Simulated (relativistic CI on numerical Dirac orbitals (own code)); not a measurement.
## Nb²⁴⁺: sensitivity of the levels to the model

Base calculation: Dirac-Coulomb-Breit CI, separate exchange-only KLI orbitals for each configuration, QED by a radiative potential, unscaled Slater integrals.

Configurations in the expansion (outside the closed core [Ne]): 3s2 3p5, 3s 3p6, 3s2 3p4 3d, 3s 3p5 3d, 3p6 3d, 3s 3p4 3d2, 3s2 3p3 3d 4p, 3p6 4s, 3s2 3p4 4s, 3s 3p4 3d 4s, 3p6 4p, 3s2 3p4 4p, 3s2 3p4 4d, 3s 3p5 4s, 3p5 3d 4p, 3s2 3p4 4f, 3s 3p5 4p, 3s 3p5 4d, 3s 3p5 4f, 3s2 3p4 5s, 3s2 3p4 5p, 3s2 3p4 5d, 3s2 3p3 4s 4p, 3s2 3p4 5f, 3s2 3p4 5g, 3s 3p4 4s2, 3s 3p5 5s, 3s 3p5 5p, 3s2 3p3 3d2, 3s2 3p2 3d3, 3s 3p3 3d3, 3s2 3p2 3d2 4s, 3s2 3p2 3d2 4p, 3s2 3p2 3d2 4d, 3p5 3d2, 3p4 3d3, 3p4 3d2 4s, 3p4 3d2 4p, 3p4 3d2 4d, 3s2 3p3 3d 4s, 3s 3p3 3d2 4s, 3s2 3p2 3d 4s2, 3s2 3p2 3d 4s 4p, 3s2 3p2 3d 4s 4d, 3p5 3d 4s, 3p4 3d 4s2, 3p4 3d 4s 4p, 3p4 3d 4s 4d, 3s2 3p3 4s2, 3s 3p3 3d 4s2, 3s2 3p2 4s2 4p, 3s2 3p2 4s2 4d, 3s2 3p3 4p2, 3s2 3p2 3d 4p2, 3s 3p3 3d 4p2, 3s2 3p2 4s 4p2, 3s2 3p2 4p3, 3s2 3p2 4p2 4d. Double excitations out of closed p, d and f shells are left out; levels of such configurations are missing from the list, as are those of other unlisted configurations, and high levels can miss mixing partners. These lack a partner that the ground configuration has and come out too high: 3s2 3p4 4f, 3s 3p5 4p, 3s 3p5 4d, 3s 3p5 4f, 3s2 3p4 5s.

The lowest level and the first level of each name with at least 55 % of one term (blank where a level has no safe partner in the second run):

```tsv
Level	Base (cm⁻¹)	Shift (cm⁻¹)
3s2 3p5 2P°_3/2	0	0
3s2 3p5 2P°_1/2	166123	+284
3s 3p6 2S_1/2	747243	+16907
3s2 3p4 3d 4D_3/2	856671	+6772
3s2 3p4 3d 4D_5/2	857525	+7517
3s2 3p4 3d 4D_7/2	875458	+7290
3s2 3p4 3d 4F_9/2	918984	+2451
3s2 3p4 3d 4P_1/2	976562	+103
3s2 3p4 3d 4D_1/2	992490	+7587
3s2 3p4 3d 4F_5/2	999918	-722
3s2 3p4 3d 2F_5/2	1106018	
3s2 3p4 3d 2G_9/2	1106943	+7
3s2 3p4 3d 2S_1/2	1237531	-18892
3s 3p5 3d 4P°_1/2	1566048	+22987
3s 3p5 3d 4P°_3/2	1584510	+22217
3s 3p5 3d 4P°_5/2	1620701	+20353
3s 3p5 3d 4F°_7/2	1646596	+15312
3s 3p5 3d 4F°_9/2	1652187	+16689
3s2 3p3 3d2 6F°_9/2	1782253	+15800
3s2 3p3 3d2 6F°_11/2	1794033	+15866
3s2 3p3 3d2 6P°_3/2	1819723	+10993
3s2 3p3 3d2 4P°_1/2	1840603	+9157
```

At this charge energies of transitions that change n are usually good to better than 1 %, and those within a shell (Δn = 0) to a few per cent.

Q: One thing was changed in a second run, which moved the levels as shown. Which?
A. Breit term removed
B. valence Slater integrals scaled by 0.9
C. configuration mixing switched off
D. QED terms removed

A: B. Valence Slater integrals scaled by 0.9. Scaling acts on the splittings between terms and on the mixing, and leaves the fine structure of pure LS terms nearly alone; in jj coupling it moves the levels of one term differently.

LS names give the leading component of a level, which can be under half, so a name can repeat, a term be missing and a line seem to break the LS rules.
